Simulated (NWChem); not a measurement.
System: MgF$_{2}$; SMILES [F][Mg][F]

Input file for NWChem:

```
start job
memory heap 200 mb stack 900 mb global 1100 mb
geometry units angstroms noautoz
  Mg     0.000000     0.000000    -0.047706
  F      1.735314     0.000000    -0.047666
  F     -1.735314     0.000000    -0.047666
end
basis spherical
  * library cc-pvqz
end
dft
  xc hfexch
  iterations 150
  mulliken
end
task dft gradient
```

NWChem printed, in part:

```
             Northwest Computational Chemistry Package (NWChem) 7.3.0
             --------------------------------------------------------

 ORDER OF PRIMARY AXIS IS BEING SET TO 4
 D4H symmetry detected

                             Geometry "geometry" -> ""
                             -------------------------

 Output coordinates in angstroms (scale by  1.889725989 to convert to a.u.)

  No.       Tag          Charge          X              Y              Z
 ---- ---------------- ---------- -------------- -------------- --------------
    1 Mg                  12.0000     0.00000000     0.00000000     0.00000000
    2 F                    9.0000     0.00000000     0.00000000     1.73531400
    3 F                    9.0000     0.00000000     0.00000000    -1.73531400

 Effective nuclear repulsion energy (a.u.)      78.2186764865

      Symmetry information
      --------------------

 Group name             D4h
 Group number             28
 Group order              16
 No. of unique centers     2

  xc_inp: hfexch multiplicative factor not found.

                                 NWChem DFT Module
                                 -----------------

 Summary of "ao basis" -> "ao basis" (spherical)
 ------------------------------------------------------------------------------
       Tag                 Description            Shells   Functions and Types
 ---------------- ------------------------------  ------  ---------------------
 Mg                         cc-pvqz                 17       59   6s5p3d2f1g
 F                          cc-pvqz                 15       55   5s4p3d2f1g

      Symmetry analysis of basis
      --------------------------

        a1g        27
        a1u         1
        a2g         2
        a2u        23
        b1g        10
        b1u         8
        b2g        10
        b2u         8
        eg         36
        eu         44

            General Information
            -------------------
          SCF calculation type: DFT
          Wavefunction type:  closed shell.
          No. of atoms     :     3
          No. of electrons :    30
           Alpha electrons :    15
            Beta electrons :    15
          Charge           :     0
          Spin multiplicity:     1
          Use of symmetry is: on ; symmetry adaption is: on
          Maximum number of iterations: 150
          AO basis - number of functions:   169
                     number of shells:    47
          Convergence on energy requested:  1.00D-06
          Convergence on density requested:  1.00D-05
          Convergence on gradient requested:  5.00D-04

              XC Information
              --------------
                     Hartree-Fock (Exact) Exchange  1.000

      Superposition of Atomic Density Guess
      -------------------------------------

 Sum of atomic energies:        -398.45360277

      Non-variational initial energy
      ------------------------------

 Total energy =    -398.285128
 1-e energy   =    -713.307487
 2-e energy   =     236.803683
 HOMO         =      -0.661925
 LUMO         =      -0.131814

      Symmetry analysis of molecular orbitals - initial
      -------------------------------------------------

 !! scf_movecs_sym_adapt:   40 vectors were symmetry contaminated

  Symmetry fudging

 !! scf_movecs_sym_adapt:   34 vectors were symmetry contaminated

  Numbering of irreducible representations:

     1 a1g         2 a1u         3 a2g         4 a2u         5 b1g
     6 b1u         7 b2g         8 b2u         9 eg         10 eu

  Orbital symmetries:

     1 a1g         2 a1g         3 a2u         4 a1g         5 a2u
     6 eu          7 eu          8 a1g         9 a2u        10 a1g
    11 a2u        12 eu         13 eu         14 eg         15 eg
    16 a1g        17 eu         18 eu         19 a2u        20 a1g
    21 eu         22 eu         23 a2u        24 b1g        25 b2g

     ---------------------------------------------
      Total Density - Mulliken Population Analysis
     ---------------------------------------------

    Atom       Charge   Shell Charges
 -----------   ------   -------------------------------------------------------
    1 Mg  12    10.53   2.00  1.99 -0.01  0.19  0.03  0.01  6.02  0.07  0.01  0.02  0.00  0.04  0.02  0.08 -0.01  0.04  0.03
    2 F    9     9.74   1.98 -0.02  0.45  1.09  0.45  0.65  1.79  2.38  0.97  0.00  0.00  0.00  0.00  0.00  0.00
    3 F    9     9.74   1.98 -0.02  0.45  1.09  0.45  0.65  1.79  2.38  0.97  0.00  0.00  0.00  0.00  0.00  0.00

 !! scf_movecs_sym_adapt:   42 vectors were symmetry contaminated

  Symmetry fudging

 !! scf_movecs_sym_adapt:   28 vectors were symmetry contaminated

   convergence    iter        energy       DeltaE   RMS-Dens  Diis-err
 ---------------- ----- ----------------- --------- --------- ---------
 d= 0,ls=0.0,diis     1   -398.6230437917 -4.77D+02  3.16D-03  1.11D+00

 !! scf_movecs_sym_adapt:   30 vectors were symmetry contaminated

  Symmetry fudging

 !! scf_movecs_sym_adapt:   10 vectors were symmetry contaminated

 d= 0,ls=0.0,diis     2   -398.6805257201 -5.75D-02  1.05D-03  6.86D-01

 !! scf_movecs_sym_adapt:   10 vectors were symmetry contaminated

  Symmetry fudging

 !! scf_movecs_sym_adapt:    4 vectors were symmetry contaminated

 d= 0,ls=0.0,diis     3   -398.7232580136 -4.27D-02  1.76D-04  1.53D-03

 !! scf_movecs_sym_adapt:    8 vectors were symmetry contaminated

  Symmetry fudging

 !! scf_movecs_sym_adapt:    2 vectors were symmetry contaminated

 d= 0,ls=0.0,diis     4   -398.7235353754 -2.77D-04  4.73D-05  7.58D-05

 !! scf_movecs_sym_adapt:    2 vectors were symmetry contaminated

  Symmetry fudging
 d= 0,ls=0.0,diis     5   -398.7235631250 -2.77D-05  1.92D-05  1.07D-05

 !! scf_movecs_sym_adapt:    8 vectors were symmetry contaminated

  Symmetry fudging

 !! scf_movecs_sym_adapt:    2 vectors were symmetry contaminated

  Resetting Diis
 d= 0,ls=0.0,diis     6   -398.7235673530 -4.23D-06  4.78D-06  6.04D-07

 !! scf_movecs_sym_adapt:    2 vectors were symmetry contaminated

  Symmetry fudging
 d= 0,ls=0.0,diis     7   -398.7235675427 -1.90D-07  4.57D-07  7.05D-09

         Total DFT energy =     -398.723567542675
      One electron energy =     -716.702453034630
           Coulomb energy =      276.197905361060
    Exchange-Corr. energy =      -36.437696355564
 Nuclear repulsion energy =       78.218676486459

 Numeric. integr. density =        0.000000000000

                  Occupations of the irreducible representations
                  ----------------------------------------------

                     irrep           alpha         beta
                     --------     --------     --------
                     a1g               5.0          5.0
                     a1u               0.0          0.0
                     a2g               0.0          0.0
                     a2u               4.0          4.0
                     b1g               0.0          0.0
                     b1u               0.0          0.0
                     b2g               0.0          0.0
                     b2u               0.0          0.0
                     eg                2.0          2.0
                     eu                4.0          4.0

                       DFT Final Molecular Orbital Analysis
                       ------------------------------------

 Vector   13  Occ=2.000000D+00  E=-5.698270D-01  Symmetry=eu
              MO Center= -6.5D-16,  4.1D-16, -3.5D-12, r^2= 3.4D+00
   Bfn.  Coefficient  Atom+Function         Bfn.  Coefficient  Atom+Function
  ----- ------------  ---------------      ----- ------------  ---------------
    72      0.282822  2 F  py               127      0.282822  3 F  py
    69      0.224576  2 F  py               124      0.224576  3 F  py
    75      0.190464  2 F  py               130      0.190464  3 F  py
    66      0.126768  2 F  py               121      0.126768  3 F  py
    71     -0.073923  2 F  px               126     -0.073923  3 F  px

 Vector   14  Occ=2.000000D+00  E=-5.682445D-01  Symmetry=eg
              MO Center= -8.0D-17,  1.2D-16,  4.3D-12, r^2= 3.4D+00
   Bfn.  Coefficient  Atom+Function         Bfn.  Coefficient  Atom+Function
  ----- ------------  ---------------      ----- ------------  ---------------
    71      0.217559  2 F  px               126     -0.217559  3 F  px
    72     -0.197356  2 F  py               127      0.197356  3 F  py
    68      0.172935  2 F  px               123     -0.172935  3 F  px
    69     -0.156875  2 F  py               124      0.156875  3 F  py
    74      0.138810  2 F  px               129     -0.138810  3 F  px

 Vector   15  Occ=2.000000D+00  E=-5.682445D-01  Symmetry=eg
              MO Center=  7.7D-17, -5.2D-17,  4.1D-12, r^2= 3.4D+00
   Bfn.  Coefficient  Atom+Function         Bfn.  Coefficient  Atom+Function
  ----- ------------  ---------------      ----- ------------  ---------------
    72      0.217559  2 F  py               127     -0.217559  3 F  py
    71      0.197356  2 F  px               126     -0.197356  3 F  px
    69      0.172935  2 F  py               124     -0.172935  3 F  py
    68      0.156875  2 F  px               123     -0.156875  3 F  px
    75      0.138810  2 F  py               130     -0.138810  3 F  py

 Vector   16  Occ=0.000000D+00  E= 1.123558D-02  Symmetry=a1g
              MO Center=  1.0D-13, -1.8D-14,  1.5D-14, r^2= 8.5D+00
   Bfn.  Coefficient  Atom+Function         Bfn.  Coefficient  Atom+Function
  ----- ------------  ---------------      ----- ------------  ---------------
     6      1.436136  1 Mg s                  5     -0.831638  1 Mg s
    24     -0.263208  1 Mg d  0               4      0.206784  1 Mg s
    64      0.159333  2 F  s                119      0.159333  3 F  s
    29     -0.116770  1 Mg d  0               3      0.098476  1 Mg s
    63     -0.098669  2 F  s                118     -0.098669  3 F  s

 Vector   17  Occ=0.000000D+00  E= 3.882362D-02  Symmetry=eu
              MO Center=  1.3D-13, -5.7D-15, -2.3D-15, r^2= 1.8D+01
   Bfn.  Coefficient  Atom+Function         Bfn.  Coefficient  Atom+Function
  ----- ------------  ---------------      ----- ------------  ---------------
    19      1.323664  1 Mg px                16     -0.580235  1 Mg px
    13      0.342260  1 Mg px                 7     -0.145312  1 Mg px
    20     -0.103325  1 Mg py                10     -0.102043  1 Mg px
    74     -0.064562  2 F  px               129     -0.064562  3 F  px
    17      0.045293  1 Mg py                68     -0.033504  2 F  px

 Vector   18  Occ=0.000000D+00  E= 3.882362D-02  Symmetry=eu
              MO Center=  8.6D-16,  1.1D-14, -6.3D-17, r^2= 1.8D+01
   Bfn.  Coefficient  Atom+Function         Bfn.  Coefficient  Atom+Function
  ----- ------------  ---------------      ----- ------------  ---------------
    20      1.323664  1 Mg py                17     -0.580235  1 Mg py
    14      0.342260  1 Mg py                 8     -0.145312  1 Mg py
    19      0.103325  1 Mg px                11     -0.102043  1 Mg py
    75     -0.064562  2 F  py               130     -0.064562  3 F  py
    16     -0.045293  1 Mg px                69     -0.033504  2 F  py

     ---------------------------------------------
      Total Density - Mulliken Population Analysis
     ---------------------------------------------

    Atom       Charge   Shell Charges
 -----------   ------   -------------------------------------------------------
    1 Mg  12    10.86   2.00  1.96  0.02  0.22 -0.01  0.00  5.97  0.19  0.07  0.05  0.00  0.13  0.04  0.12  0.02  0.05  0.03
    2 F    9     9.57   1.98 -0.02  0.43  1.05  0.50  0.59  1.64  2.26  1.14  0.00  0.00  0.00  0.00  0.00  0.00
    3 F    9     9.57   1.98 -0.02  0.43  1.05  0.50  0.59  1.64  2.26  1.14  0.00  0.00  0.00  0.00  0.00  0.00

     -------------------------------------------
      Total Density - Lowdin Population Analysis
     -------------------------------------------

    Atom       Charge   Shell Charges
 -----------   ------   -------------------------------------------------------
    1 Mg  12    12.37   1.99  1.08  0.85  0.17  0.10  0.03  3.86  1.98  0.49  0.14  0.03  0.32  0.33  0.17  0.36  0.17  0.31
    2 F    9     8.81   1.09  0.88  0.46  0.69  0.40  0.62  1.65  1.99  1.02  0.00  0.00  0.02  0.00  0.00  0.00
    3 F    9     8.81   1.09  0.88  0.46  0.69  0.40  0.62  1.65  1.99  1.02  0.00  0.00  0.02  0.00  0.00  0.00

     Multipole analysis of the density
     ---------------------------------

     L   x y z        total         alpha         beta         nuclear
     -   - - -        -----         -----         ----         -------
     0   0 0 0     -0.000000    -15.000000    -15.000000     30.000000

     1   1 0 0      0.000000      0.000000      0.000000      0.000000
     1   0 1 0      0.000000      0.000000      0.000000      0.000000
     1   0 0 1      0.000000      0.000000      0.000000      0.000000

     2   2 0 0    -11.173750     -5.586875     -5.586875      0.000000
     2   1 1 0     -0.000000     -0.000000     -0.000000      0.000000
     2   1 0 1      0.000000      0.000000      0.000000      0.000000
     2   0 2 0    -11.173750     -5.586875     -5.586875      0.000000
     2   0 1 1     -0.000000     -0.000000     -0.000000      0.000000
     2   0 0 2    -25.984672   -109.774722   -109.774722    193.564771

            General Information
            -------------------
          SCF calculation type: DFT
          Wavefunction type:  closed shell.
          No. of atoms     :     3
          No. of electrons :    30
           Alpha electrons :    15
            Beta electrons :    15
          Charge           :     0
          Spin multiplicity:     1
          Use of symmetry is: on ; symmetry adaption is: on
          Maximum number of iterations: 150
          AO basis - number of functions:   169
                     number of shells:    47
          Convergence on energy requested:  1.00D-06
          Convergence on density requested:  1.00D-05
          Convergence on gradient requested:  5.00D-04

              XC Information
              --------------
                     Hartree-Fock (Exact) Exchange  1.000

          Convergence Information
          -----------------------
          Convergence aids based upon iterative change in
          total energy or number of iterations.
          Levelshifting, if invoked, occurs when the
          HOMO/LUMO gap drops below (HL_TOL):  1.00D-02
          DIIS, if invoked, will attempt to extrapolate
          using up to (NFOCK): 10 stored Fock matrices.

                    Damping( 0%)  Levelshifting(0.5)       DIIS
                  --------------- ------------------- ---------------
          dE  on:    start            ASAP                start
          dE off:    2 iters        150 iters           150 iters

                            NWChem DFT Gradient Module
                            --------------------------

  charge          =   0.00
  wavefunction    = closed shell

  Using symmetry

                         DFT ENERGY GRADIENTS

    atom               coordinates                        gradient
                 x          y          z           x          y          z
   1 Mg      0.000000   0.000000   0.000000    0.000000   0.000000   0.000000
   2 F       0.000000   0.000000   3.279268    0.000000   0.000000   0.002985
   3 F       0.000000   0.000000  -3.279268    0.000000   0.000000  -0.002985
```

Level: Hartree-Fock/cc-pVQZ. Structure relaxed at the B3LYP/6-31G* (spherical d) level.
